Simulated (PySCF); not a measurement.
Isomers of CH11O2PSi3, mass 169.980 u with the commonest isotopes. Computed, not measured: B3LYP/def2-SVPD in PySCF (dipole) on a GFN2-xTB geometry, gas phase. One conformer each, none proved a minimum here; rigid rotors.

Question: Order these by out-of-plane moment Σ m c² = (Ia + Ib − Ic)/2, smallest first.
A. `[OH:1][SiH2:2][O:3][Si@H:4]([PH2:5])[CH2:6][SiH3:7]` with H–O1–Si2–O3 -177°, O1–Si2–O3–Si4 0°, Si2–O3–Si4–P5 79°, O3–Si4–P5–H 72° and 165°, O3–Si4–C6–Si7 -51°
B. `[CH3:1][O:2][Si@@H:3]([SiH2:4][OH:5])[SiH2:6][PH2:7]` with C1–O2–Si3–Si4 175°, O2–Si3–Si4–O5 178°, Si3–Si4–O5–H -52°, O2–Si3–Si6–P7 -148°, Si3–Si6–P7–H 87° and 180°
C. `[CH3:1][O:2][Si@@:3]([SiH3:4])([PH2:5])[O:6][SiH3:7]` with C1–O2–Si3–Si4 54°, O2–Si3–P5–H -87° and 180°, O2–Si3–O6–Si7 -57°

Answer: B (24.67 u·Å²), A (74.35 u·Å²), C (191.14 u·Å²).

Question: Order these by rotational constant A, smallest first.
A. `[OH:1][SiH2:2][O:3][Si@H:4]([PH2:5])[CH2:6][SiH3:7]` with H–O1–Si2–O3 -177°, O1–Si2–O3–Si4 0°, Si2–O3–Si4–P5 79°, O3–Si4–P5–H 72° and 165°, O3–Si4–C6–Si7 -51°
B. `[CH3:1][O:2][Si@@:3]([SiH3:4])([PH2:5])[O:6][SiH3:7]` with C1–O2–Si3–Si4 54°, O2–Si3–P5–H -87° and 180°, O2–Si3–O6–Si7 -57°
C. `[CH3:1][O:2][Si@@H:3]([SiH2:4][OH:5])[SiH2:6][PH2:7]` with C1–O2–Si3–Si4 175°, O2–Si3–Si4–O5 178°, Si3–Si4–O5–H -52°, O2–Si3–Si6–P7 -148°, Si3–Si6–P7–H 87° and 180°

Answer: B (1091 MHz), A (1132 MHz), C (1245 MHz).

Question: Order these by radius of gyration √(Σ m r²/M), smallest first.
A. `[CH3:1][O:2][Si@@H:3]([SiH2:4][OH:5])[SiH2:6][PH2:7]` with C1–O2–Si3–Si4 175°, O2–Si3–Si4–O5 178°, Si3–Si4–O5–H -52°, O2–Si3–Si6–P7 -148°, Si3–Si6–P7–H 87° and 180°
B. `[OH:1][SiH2:2][O:3][Si@H:4]([PH2:5])[CH2:6][SiH3:7]` with H–O1–Si2–O3 -177°, O1–Si2–O3–Si4 0°, Si2–O3–Si4–P5 79°, O3–Si4–P5–H 72° and 165°, O3–Si4–C6–Si7 -51°
C. `[CH3:1][O:2][Si@@:3]([SiH3:4])([PH2:5])[O:6][SiH3:7]` with C1–O2–Si3–Si4 54°, O2–Si3–P5–H -87° and 180°, O2–Si3–O6–Si7 -57°

Answer: C (2.229 Å), B (2.305 Å), A (2.367 Å).

| SMILES | point group | Ia (u·Å²) | Ib (u·Å²) | Ic (u·Å²) | κ | μa (D) | μb (D) | μc (D) |
| --- | --- | --- | --- | --- | --- | --- | --- | --- |
| CO[Si@@]([SiH3])(P)O[SiH3] | C1 | 463.41 | 572.44 | 653.56 | -0.31 | 0.21 | 0.91 | 0.25 |
| O[SiH2]O[Si@H](P)C[SiH3] | C1 | 446.40 | 531.17 | 828.87 | 0.31 | 0.62 | 0.84 | 0.75 |
| CO[Si@@H]([SiH2]O)[SiH2]P | C1 | 405.86 | 571.40 | 927.92 | -0.03 | 0.86 | 2.34 | 0.46 |
